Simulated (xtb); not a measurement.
HCl₃Si, singlet, from a rough starting geometry; GFN2-xTB (xtb).

xtb was given this input:
```
$ xtb mol.xyz --gfn 2 --opt vtight --json

# file mol.xyz
5

Si     0.03028013     0.00091052     0.04501235
Cl    -1.22245366    -1.40274614    -0.49240279
Cl    -0.69098155     1.83890161    -0.39581675
Cl     1.83652448    -0.36149917    -0.66124404
H      0.05671863    -0.01519748     1.57926762
```

Problem. Predict the main parts of the log of this xtb run.

Solution. 
```
   ID    Z sym.   atoms
    1   14 Si     1
    2   17 Cl     2-4
    3    1 H      5

           -------------------------------------------------
          |                Calculation Setup                |
           -------------------------------------------------

           -------------------------------------------------
          |                 G F N 2 - x T B                 |
           -------------------------------------------------

          ...................................................
          :                      SETUP                      :
          :.................................................:
          :  # basis functions                  41          :
          :  # atomic orbitals                  37          :
          :  # shells                           13          :
          :  # electrons                        26          :
          :  max. iterations                   250          :
          :  Hamiltonian                  GFN2-xTB          :
          :  restarted?                      false          :
          :  GBSA solvation                  false          :
          :  PC potential                    false          :
          :  electronic temp.          300.0000000     K    :
          :  accuracy                    1.0000000          :
          :  -> integral cutoff          0.2500000E+02      :
          :  -> integral neglect         0.1000000E-07      :
          :  -> SCF convergence          0.1000000E-05 Eh   :
          :  -> wf. convergence          0.1000000E-03 e    :
          :  Broyden damping             0.4000000          :
          :  net charge                          0          :
          :  unpaired electrons                  0          :
          ...................................................

 iter      E             dE          RMSdq      gap      omega  full diag
   1    -15.9433457 -0.159433E+02  0.857E+00    8.00       0.0  T
   2    -16.0247342 -0.813886E-01  0.350E+00    6.51       1.0  T
   3    -16.0317269 -0.699268E-02  0.341E+00    7.15       1.0  T
   4    -16.0480131 -0.162862E-01  0.104E+00    6.55       1.0  T
   5    -16.0376383  0.103748E-01  0.180E+00    7.03       1.0  T
   6    -16.0488199 -0.111815E-01  0.288E-01    6.72       1.0  T
   7    -16.0490661 -0.246216E-03  0.755E-02    6.68       1.0  T
   8    -16.0490710 -0.496036E-05  0.639E-02    6.66       1.0  T
   9    -16.0490842 -0.131578E-04  0.226E-02    6.67       2.0  T
  10    -16.0490852 -0.973417E-06  0.144E-02    6.67       3.1  T
  11    -16.0490841  0.110332E-05  0.213E-02    6.67       2.1  T
  12    -16.0490858 -0.171330E-05  0.624E-03    6.67       7.2  T
  13    -16.0490859 -0.937947E-07  0.261E-03    6.67      17.1  T
  14    -16.0490859 -0.159134E-07  0.884E-04    6.67      50.6  T
  15    -16.0490859  0.586768E-08  0.151E-03    6.67      29.6  T
  16    -16.0490859 -0.784427E-08  0.426E-04    6.67     105.0  T

   *** convergence criteria satisfied after 16 iterations ***

         :::::::::::::::::::::::::::::::::::::::::::::::::::::
         ::                     SUMMARY                     ::
         :::::::::::::::::::::::::::::::::::::::::::::::::::::
         :: total energy             -16.016466220486 Eh    ::
         :: gradient norm              0.049256065486 Eh/a0 ::
         :: HOMO-LUMO gap              6.672303865640 eV    ::
         ::.................................................::
         :: SCC energy               -16.049084542233 Eh    ::
         :: -> isotropic ES            0.025972390043 Eh    ::
         :: -> anisotropic ES          0.000279926225 Eh    ::
         :: -> anisotropic XC         -0.000092895433 Eh    ::
         :: -> dispersion             -0.004920300989 Eh    ::
         :: repulsion energy           0.032618321748 Eh    ::
         :: add. restraining           0.000000000000 Eh    ::
         :: total charge              -0.000000000000 e     ::
         :::::::::::::::::::::::::::::::::::::::::::::::::::::

      -----------------------------------------------------------
     |                   =====================                   |
     |                        A N C O P T                        |
     |                   =====================                   |
     |               Approximate Normal Coordinate               |
     |                Rational Function Optimizer                |
      -----------------------------------------------------------
      -----------------------------------------------------------
     |                   =====================                   |
     |                        A N C O P T                        |
     |                   =====================                   |
     |               Approximate Normal Coordinate               |
     |                Rational Function Optimizer                |
      -----------------------------------------------------------

          ...................................................
          :                      SETUP                      :
          :.................................................:
          :   optimization level         verytight          :
          :   max. optcycles                   200          :
          :   ANC micro-cycles                  20          :
          :   degrees of freedom                 9          :
          :.................................................:
          :   RF solver                   davidson          :
          :   write xtbopt.log                true          :
          :   linear?                        false          :
          :   energy convergence         0.1000000E-06 Eh   :
          :   grad. convergence          0.2000000E-03 Eh/α :
          :   maxmium RF displ.          1.0000000          :
          :   Hlow (freq-cutoff)         0.1000000E-01      :
          :   Hmax (freq-cutoff)         5.0000000          :
[...]
 * total energy  :   -16.0164662 Eh     change       -0.6859331E-09 Eh
 * total energy  :   -16.0198368 Eh     change       -0.3370593E-02 Eh
 * total energy  :   -16.0202812 Eh     change       -0.4443748E-03 Eh
 * total energy  :   -16.0205397 Eh     change       -0.2585124E-03 Eh
 * total energy  :   -16.0205309 Eh     change        0.8778914E-05 Eh
 * total energy  :   -16.0205646 Eh     change       -0.3363275E-04 Eh
 * total energy  :   -16.0205643 Eh     change        0.2388024E-06 Eh
 * total energy  :   -16.0205647 Eh     change       -0.3719114E-06 Eh
 * total energy  :   -16.0205645 Eh     change        0.1537628E-06 Eh
 * total energy  :   -16.0205647 Eh     change       -0.2109925E-06 Eh
 * total energy  :   -16.0205647 Eh     change       -0.7346017E-09 Eh
   *** GEOMETRY OPTIMIZATION CONVERGED AFTER 11 ITERATIONS ***
[...]
          :  net charge                          0          :
          :  unpaired electrons                  0          :
          ...................................................

 iter      E             dE          RMSdq      gap      omega  full diag
   1    -16.0526714 -0.160527E+02  0.138E-04    6.66       0.0  T
   2    -16.0526714 -0.118128E-10  0.123E-04    6.66     362.5  T
   3    -16.0526714 -0.197247E-10  0.102E-04    6.66     436.6  T

   *** convergence criteria satisfied after 3 iterations ***

         :::::::::::::::::::::::::::::::::::::::::::::::::::::
         ::                     SUMMARY                     ::
         :::::::::::::::::::::::::::::::::::::::::::::::::::::
         :: total energy             -16.020564746228 Eh    ::
         :: gradient norm              0.000021139306 Eh/a0 ::
         :: HOMO-LUMO gap              6.664528024964 eV    ::
         ::.................................................::
         :: SCC energy               -16.052670018172 Eh    ::
         :: -> isotropic ES            0.027554317553 Eh    ::
         :: -> anisotropic ES          0.000117013708 Eh    ::
         :: -> anisotropic XC          0.000382065235 Eh    ::
         :: -> dispersion             -0.004831196102 Eh    ::
         :: repulsion energy           0.032105271944 Eh    ::
         :: add. restraining           0.000000000000 Eh    ::
         :: total charge               0.000000000000 e     ::
         :::::::::::::::::::::::::::::::::::::::::::::::::::::

           -------------------------------------------------
          |                Property Printout                |
           -------------------------------------------------

    * Orbital Energies and Occupations

         #    Occupation            Energy/Eh            Energy/eV
      -------------------------------------------------------------
         1        2.0000           -1.0912332             -29.6940
         2        2.0000           -1.0676004             -29.0509
         3        2.0000           -1.0675994             -29.0509
         4        2.0000           -0.7057044             -19.2032
         5        2.0000           -0.4994181             -13.5899
         6        2.0000           -0.4981529             -13.5554
         7        2.0000           -0.4981504             -13.5554
         8        2.0000           -0.4621740             -12.5764
         9        2.0000           -0.4621723             -12.5763
        10        2.0000           -0.4523563             -12.3092
        11        2.0000           -0.4523545             -12.3092
        12        2.0000           -0.4496448             -12.2355
        13        2.0000           -0.4488232             -12.2131 (HOMO)
        14                         -0.2039063              -5.5486 (LUMO)
        15                         -0.2038951              -5.5483
        16                         -0.1842608              -5.0140
        17                         -0.0849458              -2.3115
        18                         -0.0486040              -1.3226
        19                         -0.0485990              -1.3224
        20                         -0.0077810              -0.2117
        21                         -0.0077802              -0.2117
        22                         -0.0034619              -0.0942
        23                         -0.0022437              -0.0611
        24                         -0.0021936              -0.0597
       ...                                ...                  ...
        37                          0.7472222              20.3330
      -------------------------------------------------------------
                  HL-Gap            0.2449169 Eh            6.6645 eV
             Fermi-level           -0.3263648 Eh           -8.8808 eV

     #   Z          covCN         q      C6AA      α(0)
     1  14 Si       3.335     0.533   113.578    21.377
     2  17 Cl       0.814    -0.175   104.546    15.642
     3  17 Cl       0.814    -0.175   104.546    15.642
     4  17 Cl       0.814    -0.175   104.545    15.642
     5   1 H        0.921    -0.008     3.202     2.798

 Mol. C6AA /au·bohr⁶  :       1836.648176
 Mol. C8AA /au·bohr⁸  :      85508.778166
 Mol. α(0) /au        :         71.100210

Wiberg/Mayer (AO) data.
largest (>0.10) Wiberg bond orders for each atom

 ---------------------------------------------------------------------------
     #   Z sym  total        # sym  WBO       # sym  WBO       # sym  WBO
 ---------------------------------------------------------------------------
     1  14 Si   4.300 --     4 Cl   1.145     3 Cl   1.145     2 Cl   1.145
                             5 H    0.864
     2  17 Cl   1.297 --     1 Si   1.145
     3  17 Cl   1.297 --     1 Si   1.145
     4  17 Cl   1.297 --     1 Si   1.145
     5   1 H    1.000 --     1 Si   0.864
 ---------------------------------------------------------------------------

Topologies differ in total number of bonds
Writing topology from bond orders to xtbtopo.mol

molecular dipole:
                 x           y           z       tot (Debye)
 q only:        0.037      -0.021       0.637
   full:        0.028      -0.016       0.485       1.235
molecular quadrupole (traceless):
                xx          xy          yy          xz          yz          zz
 q only:       -1.376      -0.007      -1.388       0.244      -0.115       2.765
  q+dip:       -1.931      -0.010      -1.946       0.341      -0.176       3.877
   full:       -1.498      -0.008      -1.510       0.265      -0.133       3.008

optimized geometry written to: xtbopt.xyz

           -------------------------------------------------
          | TOTAL ENERGY              -16.020564746228 Eh   |
          | GRADIENT NORM               0.000021139306 Eh/α |
          | HOMO-LUMO GAP               6.664528024964 eV   |
           -------------------------------------------------

normal termination of xtb
```
